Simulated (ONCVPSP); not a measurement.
## PBE ONCV dataset for Sn, fully relativistic all-electron reference.

| Property | Result |
| --- | --- |
| Element | tin (Sn) |
| Generator | ONCVPSP 4.0.1 |
| Type | optimised norm-conserving Vanderbilt (ONCV) |
| Functional | PBE |
| Relativity | fully relativistic |
| Frozen core | [Ar] 3d10 |
| Valence charge | 22 |
| Reference configuration | 4s2 4p6 4d10 5s2 5p2 |
| Partial waves | 4s+5s: rc 1.30 bohr, ncon 4, nbas 8, qcut 7 1/bohr, 2 projectors; 4p+5p: rc 1.40 bohr, ncon 4, nbas 7, qcut 10.3 1/bohr, 2 projectors; 4d: rc 1.35 bohr, ncon 4, nbas 9, qcut 12.6 1/bohr, 2 projectors, debl 2.1 Ha |
| Local potential | polynomial inside 1.05 bohr (lpopt 5, dvloc0 6 Ha) |
| Core correction | Teter function, fcfact 2, rcfact 1.2 |

Open shells are filled in proportion to 2j + 1.

All-electron outer shells of the reference configuration (PBE, scalar-relativistic, ld1.x):

| shell | level (eV) | outermost node (bohr) | outermost maximum (bohr) |
| --- | --- | --- | --- |
| 3p | -698.81 | 0.14 | 0.30 |
| 3d | -473.43 | – | 0.25 |
| 4s | -133.93 | 0.40 | 0.74 |
| 4p | -89.70 | 0.41 | 0.79 |
| 4d | -25.84 | 0.39 | 0.88 |
| 5s | -10.55 | 0.98 | 2.01 |
| 5p | -3.69 | 1.09 | 2.55 |

Q: Does the generator finish with these settings?

A: Yes, a potential is produced and its reference levels are reproduced.

Q: Estimate the cutoffs (Ha) at which the residual kinetic energy of the hardest occupied pseudo-wave falls to 1 and 0.1 mHa per electron.

A: 47 Ha and 98 Ha.

Q: Does the potential have ghost states?

A: No bound ghost flagged; no localised positive-energy state flagged.

Q: Tests: 4s2 4p6 4d10 5s2 5p1; 4s2 4p6 4d10 5s2 5p0; 4s2 4p6 4d10 5s1 5p0; 4s2 4p6 4d9 5s2 5p2. Which has the largest error in its energy relative to the reference configuration, and how large is it?

A: 4s2 4p6 4d9 5s2 5p2, with +13 meV (all-electron minus pseudo) on +32.67 eV.
